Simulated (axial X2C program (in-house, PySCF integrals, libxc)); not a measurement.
## What spin–orbit coupling does to InB

Computed with an axial X2C code built on PySCF integrals. Spin-free means the one-electron spin-free X2C Hamiltonian; two-component (2c) means X2C with spin–orbit coupling and atomic mean-field two-electron Coulomb and Gaunt terms, so the difference of the two also holds small scalar two-electron terms. Basis: In dyall-cv3z [11s12p9d4f1g], B dyall-v3z [7s6p2d1f] (cores contracted in-house); Gaussian nuclei, density fitting, unrestricted open shells. Masses: In 114.904 u, B 11.009 u.

Spin-free state: M_S = 1, Λ = 0 (beyond evenly filled blocks: π+α, π-α); fragments In + B.

```tsv
level	Re (Å)	ωe (cm⁻¹)	De (eV)	μ (D)
B3LYP	2.240	438.8	1.494	-2.33
```

Dipoles are positive if B is the positive end.

Two-component determinant lowest at the distance of the search:

Ω = 1 (⟨Sz⟩ = 0.98, ⟨Lz⟩ = 0.02 at B3LYP); fragments In + B.

```json
{"level": "B3LYP", "Re (Å)": "2.244", "ωe (cm⁻¹)": "430.8", "μ (D)": "-2.32"}
```

(1) From the two tables, how do the constants change at the B3LYP level (2c against spin-free)?

De is counted from the lowest determinant-based energies of the atoms at the same level, without counterpoise correction. De is not given where an atomic determinant may have missed its ground term or J level, or where the truncated virtual space spoils (T). Density functionals use the spin component along the axis (collinear). Without a current term, density functionals place determinants with orbital angular momentum somewhat too high. The state is one determinant with fixed occupations, lowest in a PBE0 search at one distance only: followed along the bond, the spin-free determinant M_S = 1, Λ = 1 reaches 0.02 eV lower at PBE0, at Re = 2.419 Å, so the state shown is not the lowest. With several unpaired electrons one determinant need not be a pure state. Open-shell Ω = 0 determinants with evenly filled partner blocks cannot be reached by this program, so the Ω shown need not be the lowest component. This is the Ω = 1 component of a π² triplet; the 0⁺ component is not one determinant and can lie lowest. Some points did not converge and are left out.

Answers

(1) At the B3LYP level Re increases by 0.004 Å and ωe falls by 8.0 cm⁻¹.
